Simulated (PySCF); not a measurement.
# Computed records: CH7Ge2N

Calculation on a computer-drawn molecule: the log of a Hartree-Fock and frozen-core CCSD(T) single point meant for a local Hartree-Fock minimum, with one planted fault or none, to be diagnosed. Offsets are logged minus clean, where the clean run is the same molecule without the fault. The reference is restricted for singlets and unrestricted otherwise, and also for a bond in bohr or an excited solution. Adding or removing an electron swaps singlet and doublet. The excited solution moves the top pair (singlet) or top alpha electron (doublet) to the lowest empty orbital. Highest occupied and lowest empty are orbital energies over both spins, largest force is the largest gradient component, triples share is (T) over the correlation energy, the T1 limit is 0.02 restricted and 0.045 unrestricted, electrons count all cores, a negative frequency is imaginary (commonest isotopes), and the dipole is about the centre of nuclear charge; on germanium a core potential holds 10 electrons, which the energies leave out, and 3d is frozen in MP2 and coupled-cluster steps. Program: PySCF 2.14.0.

```xyz
11
formula=CH7Ge2N meant_charge=0 meant_multiplicity=1 meant_basis=cc-pVDZ meant_basis_and_core_potential_on_germanium=cc-pVDZ-PP_ECP10MDF logged_electrons=83 logged_basis_functions=109 logged_SCF_converged=yes logged_spin_squared=0.7587 logged_highest_occupied=-15.324 logged_lowest_empty=-5.2424 logged_largest_force=0.054646 logged_T1_diagnostic=0.017953 logged_D1_diagnostic=0.076727 logged_triples_share=0.031861 logged_CC_converged=yes logged_dipole_magnitude=3.8746 logged_SCF_stable_within_its_kind=yes logged_energy_HF=-682.84606 logged_energy_CCSD(T)=-683.38877 possible_faults=no_fault,one_electron_removed,one_electron_added,multiplicity_raised_by_two,geometry_at_a_saddle_point,SCF_held_on_an_excited_solution,minimal_basis_STO-3G,one_bond_length_entered_in_bohr,all_coordinates_scaled planted_fault=one_electron_removed HF_energy_offset_from_clean_run=141.1 CCSD(T)_energy_offset_from_clean_run=160.4
N     -0.5651     1.9969     0.3967
C     -0.1470     0.9253    -0.2103
Ge     1.3914     0.9497    -1.5489
Ge    -1.2546    -0.7142     0.0231
H     -1.4232     2.0490     0.9141
H     -0.0270     2.8445     0.3506
H      2.2589     1.9561    -0.6887
H      1.9846    -0.4078    -1.0106
H     -1.2731    -1.4987    -1.2778
H     -2.6710    -0.2706     0.4222
H     -0.6302    -1.5166     1.1601
```

Units: logged_highest_occupied, logged_lowest_empty in eV; logged_largest_force in hartree/bohr; logged_dipole_magnitude in debye; logged_energy_HF, logged_energy_CCSD(T) in hartree; HF_energy_offset_from_clean_run, CCSD(T)_energy_offset_from_clean_run in kcal/mol.

Drawn bonds:
```tsv
atom	other atom	order
1	2	1
2	3	2
2	4	1
1	5	1
1	6	1
3	7	1
3	8	1
4	9	1
4	10	1
4	11	1
```
